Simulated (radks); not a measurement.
The numbers below are computed, except where a source is named.
These are the eigenvalues of the occupied orbitals of an atom or ion with whole-number occupations (eV). Level of theory: Dirac Kohn-Sham, LB94 model potential, spin-unpolarised, spherical densities, finite nucleus; Fermi nuclear charge, rms radius of each element as measured or else 0.836 A^(1/3) + 0.57 fm (a radial shooting solver on a logarithmic mesh with Libxc functionals).

1s1/2: -5715.262
2s1/2: -1175.895
2p1/2: -1116.475

Which element is it, and in what charge state? The configuration may be excited. Open shells, if any, fill j = l - 1/2 first.

Answer. Z = 22, titanium, charge +16: Ti16+ in [He] 2s2 2p2. The list shows which subshells hold electrons but not how many an open one holds; the 1s level, -210.03 hartree, gives Z - s = 20.5 by -(Z - s)^2/2, which with screening and relativity narrows Z to a few neighbours, and the depths of the outer levels then fix element, charge and occupations together.
